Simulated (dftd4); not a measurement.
C$_{4}$H$_{10}$N, doublet, geometry from GFN2-xTB; dftd4 with D4 for b3lyp.

dftd4 was given this input:
```
$ dftd4 mol.xyz --func b3lyp --charge 0 --json dftd4.json --noedisp

# file mol.xyz
15

C      0.67820005    -0.41699441     1.29444918
C      0.02857092    -0.02960167     0.02237235
C     -0.90329571    -1.12664449    -0.49435635
C      1.05588681     0.34741539    -1.04597549
N     -0.80498467     1.17133937     0.27104294
H      0.13254030    -0.98583015     2.02430752
H      1.56583299     0.09255802     1.62075569
H     -1.63236915    -1.39634447     0.26643342
H     -1.43433206    -0.77216324    -1.37336694
H     -0.33024515    -2.01216935    -0.75474050
H      0.54531946     0.71729722    -1.93074925
H      1.72006284     1.12597566    -0.67746316
H      1.65311761    -0.51991661    -1.31316773
H     -1.51135369     0.97099308     0.97128310
H     -0.22985286     1.93517531     0.61046915
```

It wrote (shortened):

```
                    ____  _____ _____     ____  _  _
      -------------|  _ \|  ___|_   _|---|  _ \| || |------------
     |             | | | | |_    | | ___ | | | | || |_           |
     |             | |_| |  _|   | ||___|| |_| |__   _|          |
     |             |____/|_|     |_|     |____/   |_|            |
     |             ===================================           |
     |            E. Caldeweyher, S. Ehlert & S. Grimme          |
     |          Mulliken Center for Theoretical Chemistry        |
     |                    University of Bonn                     |
      -----------------------------------------------------------

Rational (Becke-Johnson) damping: b3lyp-D4-ATM
---------------------
  s6         1.0000
  s8         2.0293
  s9         1.0000
  a1         0.4087
  a2         4.5381
 alp        16.0000
--------------------

Dispersion energy:      -1.7154466685058E-02 Eh

[Info] JSON dump of results written to 'dftd4.json'
```
